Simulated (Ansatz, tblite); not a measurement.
Removing and adding an electron: B16N16H36, a nanocrystal cut from zinc blende BN (hydrogen-capped). Total charge 0; singlet. Geometry: PBE-D4/def2-SVP. Ansatz, gas phase; energy differences of separate SCF runs; the oxidised species was run as a doublet alone; the reduced species was run as a doublet alone.

```xyz
68

B    -1.153   -1.940    1.594
B     0.253    0.146    2.581
B     0.856   -2.622    0.151
B     2.275   -0.542    1.130
B    -0.683    2.563    2.457
B    -2.061    0.602    1.462
B    -0.038   -0.148    0.018
B    -2.327    0.368   -1.096
B    -0.974    2.275   -0.108
B    -1.419   -2.173   -0.947
B    -0.282   -0.327   -2.561
B     1.344    1.817    1.014
B     3.386    1.182   -0.460
B     1.075    1.579   -1.577
B     2.007   -0.779   -1.455
B    -1.217    2.091   -2.688
N    -2.403   -0.973    1.765
N    -1.051    1.004    2.583
N    -0.268   -1.394    2.797
N     1.942   -2.145    1.209
N    -0.436   -1.713    0.203
N     0.938    0.258    1.186
N     1.694   -2.363   -1.175
N     2.931   -0.348   -0.273
N    -2.695   -1.228   -1.031
N     0.015    2.649    1.051
N    -1.357    0.712    0.076
N     0.672    0.023   -1.379
N    -1.574    0.542   -2.452
N    -0.249    2.416   -1.492
N    -0.810   -1.870   -2.384
N     2.025    1.966   -0.391
H    -1.468   -3.115    1.768
H     0.995    0.404    3.520
H     0.591   -3.815    0.287
H     3.040   -0.292    2.054
H     0.093    2.866    3.364
H    -1.722    3.225    2.485
H    -3.119    1.214    1.530
H    -3.387    0.979   -1.056
H    -1.985    2.965   -0.067
H    -1.742   -3.354   -0.838
H     0.249   -0.259   -3.662
H     2.103    2.157    1.912
H     4.134    1.494    0.468
H     3.924    1.308   -1.561
H     1.629    1.736   -2.658
H     2.562   -0.713   -2.544
H    -2.252    2.756   -2.623
H    -0.647    2.210   -3.773
H    -2.713   -1.011    2.746
H    -3.248   -1.285    1.280
H    -1.505    0.965    3.505
H    -0.848   -1.381    3.648
H     0.488   -2.020    3.084
H     1.762   -2.455    2.168
H     2.829   -2.629    1.008
H     2.611   -2.821   -1.077
H     1.328   -2.836   -2.006
H     3.829   -0.847   -0.320
H    -3.417   -1.429   -0.334
H    -3.200   -1.439   -1.904
H     0.262    3.642    0.946
H    -2.206    0.345   -3.240
H    -0.004    3.406   -1.620
H    -0.118   -2.553   -2.702
H    -1.552   -1.998   -3.087
H     2.290    2.953   -0.509
```

The xTB rows come from tblite. Single mean-field runs in def2-SVP are fitted with def2-universal-jkfit. HOMO above LUMO, or a gap near zero within one spin, warns that the state may not be the lowest or that an electron is smeared out.

**Question.** Estimate orbital energies and vertical ionisation energies and electron affinities at: GFN1-xTB; GFN2-xTB; PBE-D4/def2-SVP; PBE0-D4/def2-SVP.

**Answer.** 
```tsv
level	−HOMO (eV)	vertical IE (eV)	−LUMO (eV)	vertical EA (eV)	HOMO–LUMO gap (eV)	IE − EA (eV)	remarks
GFN1-xTB	9.63	11.48	4.01	2.08	5.62	9.40	–
GFN2-xTB	8.69	10.49	1.88	0.01	6.81	10.48	–
PBE-D4/def2-SVP	5.07	7.10	1.35	-0.12	3.72	7.22	HOMO above zero (-1 doublet), gap within one spin near zero (+1 doublet)
PBE0-D4/def2-SVP	6.40	7.83	0.39	-0.61	6.01	8.45	HOMO above zero (-1 doublet)
```

   A HOMO above zero means that the electron is unbound at that level or that self-interaction error raises the level; the energy of removing that electron tells which. Raw xTB energy differences between charge states are shifted by several eV; the methods need an empirical correction for them. Sets without diffuse functions give affinities that are too small. A negative affinity means that the extra electron isn't bound; its size then hangs on the basis.
